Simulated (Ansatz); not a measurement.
C$_{2}$H$_{6}$BFOS (`CB(F)C(O)S`) at its PBE0-D4/def2-TZVP geometry, where that method's forces vanish. Charge 0, multiplicity 1.

```xyz
12

C    -0.7490   -1.3509   -0.6299
B    -0.1682    0.0956   -0.5676
F    -0.5229    0.9895   -1.5133
C     0.8968    0.6273    0.4415
O     1.6245    1.7474    0.1076
S    -0.5285    1.0764    1.6297
H    -0.5025   -1.9607    0.2408
H    -0.3322   -1.8539   -1.5110
H    -1.8341   -1.3441   -0.7582
H     1.5293   -0.0755    0.9777
H     1.1949    2.1720   -0.6438
H    -0.6081   -0.1231    2.2265
```

Problem. What forces (eV/Å) does B3LYP-D4/def2-TZVPP give on these atoms in Ansatz 0.2.0? (Estimate.)

Solution. Computed: 
```
C1  -0.020 -0.068 -0.021
B2   0.131 -0.137  0.008
F3  -0.060  0.122 -0.142
C4   0.035 -0.419 -0.022
O5   0.150  0.252 -0.108
S6  -0.227  0.109  0.340
H7  -0.020  0.021 -0.042
H8  -0.023  0.005  0.035
H9   0.044 -0.014  0.008
H10 -0.039  0.053 -0.055
H11  0.045  0.060 -0.022
H12 -0.015  0.016  0.020
```

B3LYP here is the variant with VWN-RPA as its local correlation; programs differ in this.
